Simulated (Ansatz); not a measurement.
Job for Ansatz (a first-principles code): R-r2SCAN/def2-TZVPP on ClH3Si2 (SMILES [SiH3][Si]Cl), a point of a torsion scan.

Ansatz 0.2 input:
```yaml
crystal:
  periodic: [false, false, false]
  atoms:
    - {symbol: Si, position_ang: [-0.72518797, -0.10309080, -0.04609718]}
    - {symbol: Si, position_ang: [1.35263279, -1.10140841, -0.07601436]}
    - {symbol: Cl, position_ang: [1.00742871, -3.15503944, -0.00582913]}
    - {symbol: H, position_ang: [-0.96684436, 0.34625587, 1.33767697]}
    - {symbol: H, position_ang: [-2.02459561, -0.65816757, -0.45848933]}
    - {symbol: H, position_ang: [-0.58709045, 1.12772791, -0.84404751]}
basis:
  gaussian:
    orbitals: def2-TZVPP
hamiltonian:
  xc: {name: r2SCAN}
scf: {lower_state_search: off}
```

Give the final energy of this run.

-1040.9118 hartree.
